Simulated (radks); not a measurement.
Be2+, 2 electrons, occupied as 2p2 (not the ground configuration).

Method: non-relativistic Kohn-Sham, Wu-Cohen GGA, spin-polarised, spherical densities, point nucleus; open shells are filled with parallel spins first; computed with a radial shooting solver on a logarithmic mesh with Libxc functionals.

Energy parts (eV):
total: -93.664
kinetic: 93.181
electron-nucleus: -201.357
Hartree: 36.262
exchange-correlation: -21.750

Orbitals (lengths in bohr, moments of r in powers of bohr; <r^-3> diverges for s and p1/2):
orbital  occ.  eigenvalue (eV)   <1/r>  <r^2>    <r>  <r^-3>
2p up       2         -31.9671  0.9250  2.268  1.367   2.184

The highest occupied level is 2p up at -31.967 eV. The density falls to 0.001 e/bohr^3 at r = 2.89 bohr. The electron density at the nucleus is 5.249e-14 e/bohr^3. Virial ratio -V/T = 2.00518. Spin moment in Bohr magnetons: 2.
